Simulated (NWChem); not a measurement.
The numbers come from NWChem runs, not from measurements. System: C$_{2}$H$_{2}$N, charge 1, spin multiplicity 1, at the geometry of a parent with another charge or spin, in a state set for the comparison that need not be this species' ground state. Level: MP2/def2-TZVP, 3 core orbitals frozen.

The NWChem input:

```
start mol
memory heap 200 mb stack 900 mb global 1100 mb
charge 1
geometry units angstroms nocenter noautoz
  C      0.000000     0.000000    -1.196788
  C      0.000000     0.000000     0.188795
  N      0.000000     0.000000     1.363164
  H      0.943479     0.000000    -1.747098
  H     -0.943479     0.000000    -1.747098
  symmetry group C2v
end
basis spherical
  * library def2-tzvp
end
scf
  rhf
  nopen 0
  maxiter 100
  thresh 1e-7
  semidirect memsize 60000000 filesize 0
end
mp2
  freeze core 3
end
task mp2 energy
```

Part of the output:

```
             Northwest Computational Chemistry Package (NWChem) 7.3.0
             --------------------------------------------------------

                                NWChem Input Module
                                -------------------

 Scaling coordinates for geometry "geometry" by  1.889725989
 (inverse scale =  0.529177249)

 Turning off AUTOSYM since
 SYMMETRY directive was detected!

                             Geometry "geometry" -> ""
                             -------------------------

 Output coordinates in angstroms (scale by  1.889725989 to convert to a.u.)

  No.       Tag          Charge          X              Y              Z
 ---- ---------------- ---------- -------------- -------------- --------------
    1 C                    6.0000     0.00000000     0.00000000    -1.19678800
    2 C                    6.0000     0.00000000     0.00000000     0.18879500
    3 N                    7.0000     0.00000000     0.00000000     1.36316400
    4 H                    1.0000     0.94347900     0.00000000    -1.74709800
    5 H                    1.0000    -0.94347900     0.00000000    -1.74709800

 Effective nuclear repulsion energy (a.u.)      52.6787395173

            Nuclear Dipole moment (a.u.)
            ----------------------------
        X                 Y               Z
 ---------------- ---------------- ----------------
     0.0000000000     0.0000000000    -0.0000113384

      Symmetry information
      --------------------

 Group name             C2v
 Group number             16
 Group order               4
 No. of unique centers     4

      Symmetry unique atoms

     1    2    3    4


 Summary of "ao basis" -> "" (spherical)
 ------------------------------------------------------------------------------
       Tag                 Description            Shells   Functions and Types
 ---------------- ------------------------------  ------  ---------------------
 *                         def2-tzvp                  on all atoms

 Summary of "ao basis" -> "ao basis" (spherical)
 ------------------------------------------------------------------------------
[...]
     1   1 0 0     -0.000000      0.000000      0.000000
     1   0 1 0     -0.000000      0.000000      0.000000
     1   0 0 1     -2.187800      0.000000     -0.000011

     2   2 0 0     -9.978160      0.000000      6.357585
     2   1 1 0      0.000000      0.000000      0.000000
     2   1 0 1     -0.000000      0.000000      0.000000
     2   0 2 0    -11.038542      0.000000      0.000000
     2   0 1 1      0.000000      0.000000      0.000000
     2   0 0 2     -5.093962      0.000000     99.703708

                   NWChem MP2 Semi-direct Energy/Gradient Module
                   ---------------------------------------------

  Basis functions       =    105
  Molecular orbitals    =    105
  Frozen core           =      3
  Frozen virtuals       =      0
  Active alpha occupied =      7
  Active beta occupied  =      7
  Active alpha virtual  =     95
  Active beta virtual   =     95
  Use MO symmetry       = T
  Use skeleton AO sym   = T

  AO/Fock/Back tols     =   1.0D-09  1.0D-09  1.0D-09

 GA uses MA = F    GA memory limited = T

 Available:
  local mem=  1.26D+08
 global mem=  1.44D+08
 local disk=  0.00D+00
  mp2_memr nvloc                    95
  nvloc new                    95
   1 passes of   7:        5242880                      55727                  12510953.
   1 passes of   7: M    126152351           G      144157150           F     120909471.

 Semi-direct pass number   1 of   1  for RHF alpha+beta  at        1.6s
  vrange nnbf                  5525
  mp2_eaftype                    47  avail_ma_in_mb                  1099
 EAF : mp2_eaftype filesize          47    6255476.
  mp2_eaf for mointskh                     47
Node 0 wrote     29.4 Mb in      0.0 s     Agg I/O rate:  1443.8 Mb/s
 Done moints_semi at        3.5s
  mp2_eaftype                    47  avail_ma_in_mb                  1052
 EAF : mp2_eaftype filesize          47    6255476.
  mp2_eaf for kh                    47
 Done maket at        3.6s
 Done multipass loop at        3.6s

          -------------------------------------------
          SCF energy                -130.987807591445
          Correlation energy          -0.457191787347
          Singlet pairs               -0.295309133703
          Triplet pairs               -0.161882653644
          Total MP2 energy          -131.444999378792
          -------------------------------------------

          ---------------------------------------------------
                    Spin Component Scaled (SCS) MP2
          Same spin pairs                     -0.107921769096
          Same spin scaling factor             0.333333333333
          Opposite spin pairs                 -0.349270018251
          Opposite spin scaling fact.          1.200000000000
          SCS-MP2 correlation energy          -0.455097944933
          Total SCS-MP2 energy              -131.442905536378
          ---------------------------------------------------

 -----------------------
 Performance information
 -----------------------

 Timer overhead =  1.12D-07 seconds/call

               Nr. of calls         CPU time (s)                 Wall time (s)                GFlops
             ---------------    -------------------     ------------------------------   -------------------
Name         Min   Avg   Max    Min     Avg     Max     Min     Avg     Max   Mx/calls   Min     Max     Sum
mp2: moin     1     1     1    1.8     1.8     1.8      1.8     1.8     1.8     1.8      0.0     0.0     0.0
mp2: make     1     1     1   9.42E-2 9.42E-2 9.42E-2  9.42E-2 9.42E-2 9.42E-2 9.42E-2   0.0     0.0     0.0
mp2: tota     1     1     1    2.0     2.0     2.0      2.0     2.0     2.0     2.0      0.0     0.0     0.0

 The average no. of pstat calls per process was 3.00D+00
 with a timing overhead of 3.37D-07s

 Task  times  cpu:        3.6s     wall:        3.6s

 Total times  cpu:        3.6s     wall:        3.6s
```
